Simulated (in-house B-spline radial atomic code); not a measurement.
The hafnium ion Hf⁷¹⁺: 1s1

All numbers are computed (Dirac-Kohn-Sham wB97X, spherical fractional occupations; Fermi nucleus of rms radius 5.347 fm) with a radial B-spline atomic code at the basis-set limit, not measured.

Effective charges: Z_r = [3n² - l(l+1)]/(2<r>) from the radius, Z_e = n√(-2ε) from the energy, and Slater's rules. Values are occupation-weighted means over j. An effective charge above Z reflects the relativistic contraction of the inner shells.

```tsv
shell	electrons	ε (eV)	<r> (bohr)	Z_r	Z_e	Slater
1s	1	-75551	0.01879	79.84	74.52	72.00
```

The least bound orbital is 1s1/2 at -75550 eV, and it is also the most diffuse (<r> = 0.01879 bohr).

The self-energy shift of the 1s level is 139.8 eV and vacuum polarisation gives -25.7 eV.

The density falls to 0.001 bohr⁻³ at 0.1252 bohr; Σ<r²> = 0.00048369 bohr² gives, by the non-relativistic formula and without the paramagnetism of open shells, a Langevin diamagnetic susceptibility of -0.0003831×10⁻⁶ cm³/mol.

Caution: exact exchange at fractional occupations of open shells leaves self-interaction of up to several eV.
